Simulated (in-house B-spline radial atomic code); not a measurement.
## Ionising Cs+ with different functionals

Computed with a radial B-spline atomic code at the basis-set limit: scalar-relativistic (spin-free X2C) Hamiltonian, Fermi nucleus of rms radius 4.8041 fm, spin-polarised at highest spin, spherical fractional occupations for the functionals, and exact exchange of hybrids averaged over the configuration. The ionisation energy is the difference of two self-consistent energies, [Kr] 4d10 5s2 5p6 → [Kr] 4d10 5s2 5p5, without Breit or QED terms; ε is the level of the shell that loses the electron (its least bound occupied spin orbital). There is no spin-orbit coupling in this Hamiltonian.

```tsv
method	rung	ΔSCF (eV)	-ε(5p) (eV)
PBE0	global hybrid	23.57	20.14
B3LYP	global hybrid	23.54	19.82
TPSSh	global hybrid	23.61	19.39
BHandHLYP	global hybrid	23.49	21.40
r2SCAN0	global hybrid	23.80	20.42
B97-1	global hybrid	23.47	19.83
HSE06	range-separated hybrid	23.54	19.70
wB97X	range-separated hybrid	23.35	22.50
CAM-B3LYP	range-separated hybrid	23.54	21.52
LC-wPBE	range-separated hybrid	23.56	23.01
```

Problem. Among the functionals, which spreads more, the ΔSCF values or the orbital energies?

Solution. The orbital energies: ΔSCF values span about 0.45 eV and the orbital energies 3.62 eV; here energy differences depend much less on the functional than eigenvalues do.

Problem. How do they compare with the NIST value?

Solution. NIST lists 23.157 eV (measured, ground level to ground level). Errors run from +0.19 to +0.64 eV; wB97X is closest (+0.19 eV), but part of that can be cancellation, since the calculations leave out spin-orbit coupling, Breit-QED terms, multiplet and fine-structure energies.
